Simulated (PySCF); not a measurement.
# NMR problem set

One computed conformer, equivalent nuclei averaged, no relativistic terms, isolated molecule. Structure optimised with GFN2-xTB; GIAO PBE0/pcSseg-1 shieldings; PySCF 2.14.0 with density-fitted response routines.

References, each an isolated molecule treated in the same way: ¹H (σref 31.72) and ¹³C (σref 186.93) vs TMS. Where no couplings were computed, multiplicities follow the n + 1 count of equivalent neighbours, and m marks all less simple cases (inequivalent or close neighbours, rings, F or P nearby). Shifts are as computed. Against solution values, carbons near 30 ppm lie about +3 ppm off and those near 130 ppm about +5 ppm. Of 246 compounds with measured shifts, 49 miss one by over three times the rms of a fit or turn the order of signals round; such compounds aren't used in these exercises.

Problem. C₇H₈. ¹H NMR (300 MHz, computed): δ 7.56 (m, 2H), 7.49 (m, 2H), 7.43 (m, 1H), 2.51 (s, 3H). ¹³C{¹H} NMR (computed): δ 143.4 (C), 134.3 (CH), 134.0 (CH), 130.7 (CH), 24.3 (CH3). Give a structure.

Solution. `c1(C)ccccc1`. Rings plus π bonds: 4 (1 ring in the answer). 5 carbon signals for 7 carbons: some carbons are equivalent by symmetry or fast rotation. Carbon types of the structure: 1 × C, 5 × CH, 1 × CH3, which accounts for all hydrogens. δC 143.4: substituted aromatic carbon. δC 134.3, 134.0, 130.7: aromatic CH; the aromatic region. δH 7.56, 7.49, 7.43: hydrogen on an aromatic CH; aromatic region. δH 2.51: hydrogen on a methyl carbon on an aromatic ring; benzylic-type position, deshielded by the ring.

The data come from this structure; uniqueness wasn't tested.

Problem. C₃H₃Cl₃Si. ¹H NMR (500 MHz, computed): δ 5.37 (m, 1H), 4.98 (m, 2H). ¹³C{¹H} NMR (computed): δ 227.2 (C), 89.4 (CH), 76.1 (CH2). Identify the compound.

Solution. SMILES C=C=C[Si](Cl)(Cl)Cl. Rings plus π bonds: 2 (no ring in the answer). 3 carbon signals for 3 carbons: no two carbons are equivalent. Carbon types of the structure: 1 × C, 1 × CH, 1 × CH2, which accounts for all hydrogens. δC 227.2: central carbon of an allene; the central sp carbon of an allene is among the most deshielded carbons of hydrocarbons. δC 89.4, 76.1: terminal carbon of a cumulated C=C=C unit. δH 5.37, 4.98: hydrogen on a terminal carbon of a cumulated C=C=C unit; attached to an sp2 carbon and in the plane of the double bond.

The data come from this structure; uniqueness wasn't tested.
